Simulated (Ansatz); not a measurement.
CH3BBrClSi, SMILES `ClB1[SiH2]C1Br`. The species carries charge 0 and has multiplicity 1.

```json
{"atom": "Cl1", "x (Å)": "1.203", "y (Å)": "-2.259", "z (Å)": "1.028"}
{"atom": "B2", "x (Å)": "0.344", "y (Å)": "-0.799", "z (Å)": "0.736"}
{"atom": "Si3", "x (Å)": "0.596", "y (Å)": "1.026", "z (Å)": "0.129"}
{"atom": "C4", "x (Å)": "-0.750", "y (Å)": "-0.378", "z (Å)": "-0.199"}
{"atom": "Br5", "x (Å)": "-1.409", "y (Å)": "-1.374", "z (Å)": "-1.693"}
{"atom": "H6", "x (Å)": "-0.122", "y (Å)": "2.241", "z (Å)": "0.573"}
{"atom": "H7", "x (Å)": "1.698", "y (Å)": "1.332", "z (Å)": "-0.815"}
{"atom": "H8", "x (Å)": "-1.559", "y (Å)": "0.211", "z (Å)": "0.241"}
```

**Question.** List the harmonic frequencies (cm⁻¹, unscaled) at PBE0-D4/def2-TZVP in Ansatz. (Estimate.)

**Answer.** The calculation gave: 78, 139, 180, 364, 435, 460, 497, 560, 605, 718, 745, 885, 930, 1112, 1310, 2237, 2265, 3112.

**Question.** Is this a minimum?

**Answer.** Yes, all 18 modes are real.

**Question.** Give the ideal-gas thermochemistry at 298.15 K and 1 bar (rigid rotor, harmonic oscillator; point group C1, symmetry number 1).

**Answer.** Zero-point energy 99.5 kJ/mol; H(298) − E = 119.4 kJ/mol; entropy 355.8 J/(mol·K), of which translation 172.9, rotation 123.0, vibration 60.0; G(298) − E = 13.3 kJ/mol. Modes under 100 cm⁻¹ are hindered rotations or soft bends, so the harmonic entropy is rough.
